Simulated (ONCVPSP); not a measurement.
**Transferability test, ONCV potential for Al (Z = 13)**

```
Element                 : Al (Z = 13)
Generator               : ONCVPSP 4.0.1
Type                    : optimised norm-conserving Vanderbilt (ONCV)
Functional              : PBE
Relativity              : scalar-relativistic
Frozen core             : [He]
Valence charge          : 11
Reference configuration : 2s2 2p6 3s2 3p1
Partial waves           : 2s+3s: rc 0.95 bohr, ncon 4, nbas 8, qcut 15.1 1/bohr, 2 projectors; 2p+3p: rc 1.25 bohr, ncon 4, nbas 9, qcut 12 1/bohr, 3 projectors, debl 1.5 Ha
Local potential         : polynomial inside 0.75 bohr (lpopt 5, dvloc0 0 Ha)
Core correction         : polynomial model core, fcfact 0.6
```

Energies are relative to the spin-unpolarised reference configuration 2s2 2p6 3s2 3p1; without spin polarisation the order of configurations can differ from experiment. Not all tests gave a result: 1 of 4 tests not solved or not reliable.

```tsv
valence configuration	charge	ΔE all-electron (eV)	error AE − PS (meV)
2s2 2p6 3s2 3p0	+1	5.761	+0.2
2s2 2p6 3s1 3p0	+2	24.987	-0.6
2s2 2p6 3s1 3p1	+1	11.571	-0.7
```

Levels in the configuration 2s2 2p6 3s2 3p0:

```
level  all-electron (eV)  pseudo (eV)
   2s           -116.503     -116.492
   2p            -77.992      -77.965
   3s            -14.811      -14.810
```
